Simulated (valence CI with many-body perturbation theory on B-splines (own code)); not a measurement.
Values are calculated unless marked as measured or tabulated.
Sensitivity of CI+MBPT for Ru XXXVIII

Level of theory: relativistic CI+MBPT: five valence electrons over a frozen Dirac-Fock core [He], a basis of 6 s, 6 p, 5 d, 3 f, 1 g functions for each j, with the one-electron correlation potential Σ1 (screened to all orders), the two-electron term Σ2, the three-electron term Σ3, Breit, model QED; selected single and double excitations, second order for the rest, scaled by the run's own slope (own B-spline code, finite nucleus).

No measured spectrum was set against this ion. As an estimate, large intervals hold to a few tenths of a per cent, small ones and those within an open d or f shell to about a per cent. Among the levels kept, up to 4200 cm⁻¹ of a level comes from second order outside the variational space, and about a tenth of that is noise between levels of different J, which matters for small intervals.

The reference run has the lowest level (2s^2 2p1/2^2 2p3/2) J=3/2 and an ionisation energy of 5323.53 eV. Its largest variational space holds 12691 state functions.

Levels are named by their leading jj configuration (3d3/2^4 stands for four electrons in 3d with j = 3/2), which in mixed levels can hold well under half, so a name can repeat and another be missing. Letters in brackets count levels of one name in rising energy.

Changed runs:
A. Davidson tolerance 2e-05 → 0.001
B. orbitals per symmetry with explicit Σ2 and valence Breit (the others get mean screening factors) 5 → 3
C. scale of Σ1 1 → 0; scale of Σ2 1 → 0; three-electron term on → off
D. box radius (bohr) 1.536 → 0.82 (bad on purpose)

Excitation energies of the reference run in cm⁻¹, and shifts in cm⁻¹:

| Level | Reference | A | B | C | D |
| --- | --- | --- | --- | --- | --- |
| (2s^2 2p1/2 2p3/2^2) J=3/2 | 993551 | 0 | -81 | -273 | -6.6 |
| (2s^2 2p1/2 2p3/2^2) J=5/2 | 1128030 | 0 | -121 | -315 | +5.3 |
| (2s^2 2p1/2 2p3/2^2) J=1/2 | 1310270 | 0 | +98 | -595 | +0.1 |
| (2s^2 2p3/2^3) J=3/2 | 2308990 | 0 | -11 | -929 | -5.6 |
| (2s 2p1/2^2 2p3/2^2) J=5/2 | 2322230 | 0 | -0.5 | +3197 | -14 |
| (2s 2p1/2^2 2p3/2^2) J=1/2 | 2727240 | 0 | +220 | +3561 | -4.1 |
| (2s 2p1/2^2 2p3/2^2) J=3/2 | 2736030 | 0 | +85 | +4681 | -10 |
| (2s 2p1/2 2p3/2^3) J=3/2 [a] | 3473450 | 0 | +65 | +3203 | -11 |
| (2s 2p1/2 2p3/2^3) J=5/2 | 3675570 | 0 | -16 | +3437 | -11 |
| (2s 2p1/2 2p3/2^3) J=1/2 | 3880580 | 0 | +97 | +4890 | -15 |
| (2s 2p1/2 2p3/2^3) J=3/2 [b] | 3977140 | 0 | +37 | +5461 | -12 |
| (2s 2p3/2^4) J=1/2 | 5020470 | 0 | +163 | +4021 | -13 |
| Ionisation energy (eV) | 5323.53 | 0 | -0.027 | -0.21 | -0.0037 |

No effect on these energies: A.
